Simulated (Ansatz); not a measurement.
Species: C2H6GaI2N, SMILES `C[N](C)[Ga]([I])[I]` (C–N–Ga–I torsion 0°) (charge 0, multiplicity 1).

### Question
Give a relaxed geometry from Ansatz (a quantum-chemistry and plane-wave program) with PBE0-D3(BJ)/def2-SVP.

### Answer
One answer among several that fit: the end point of this relaxation, one of several conformers (outside a Z-matrix the atoms follow the SMILES, hydrogens last).
Z-matrix (Å, degrees):
```
N
C 1 1.4414
H 2 1.1000 1 111.10
H 2 1.1071 3 107.71 1 122.24
H 2 1.1071 3 107.71 4 115.48
C 1 1.4414 2 114.28 3 -179.92
H 6 1.1000 1 111.10 2 179.92
H 6 1.1071 7 107.71 1 -122.24
H 6 1.1071 7 107.71 8 -115.48
Ga 1 1.8095 2 122.86 3 0.01
I 10 2.4802 1 119.90 2 0.03
I 10 2.4802 1 119.90 2 -179.94
```
